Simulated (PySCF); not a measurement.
# MSe for M along the second period

CCSD(T) with triple-zeta basis sets in PySCF, for the lowest determinant that a PBE0 search found; no spin–orbit coupling. De refers to high-spin ground-configuration atoms.

| M | basis | reference, frozen orbitals | state (unpaired electrons) | Re (Å) | ωe (cm⁻¹) | De (eV) |
| --- | --- | --- | --- | --- | --- | --- |
| Li | x2c-TZVPPall | UHF, 9 | doublet (π ↑) | 2.283 | 512 | 2.77 |
| Be | def2-TZVPP | RHF, 9 | singlet (closed shell) | 1.894 | 817 | 2.41 |
| B | def2-TZVPP | ROHF, 10 | doublet (σ ↑) | 1.754 | 970 | 4.80 |
| C | x2c-TZVPPall | RHF, 10 | singlet (closed shell) | 1.684 | 1031 | 6.04 |
| N | x2c-TZVPPall | UHF, 10 | doublet (π ↑) | 1.661 | 952 | 3.48 |
| O | def2-TZVPP | ROHF, 10 | triplet (π ↑↑) | 1.648 | 924 | 4.31 |
| F | def2-TZVPP | UHF, 10 | doublet (π ↑) | 1.743 | 696 | 3.21 |

Task: By what factor does the bond length vary along the series?

Result: At CCSD(T) it runs from 1.648 Å (SeO) to 2.283 Å (LiSe), a factor of 1.39.

The rows differ in basis set, which adds steps of its own.

The state changes along the series, so neighbouring rows are not always alike in their bonding.

Correlated steps freeze the inner cores (9 to 10 orbitals); shallow outer-core shells are correlated. UHF and ROHF references stand side by side, which adds small steps between rows. Spin–orbit coupling is left out. Where the molecule has an RHF reference, its open-shell atoms are computed with UHF. The CCSD T1 diagnostic is raised in CSe, a sign that a single reference may not be enough there. States were picked by a PBE0 search and need not be the measured ground states.
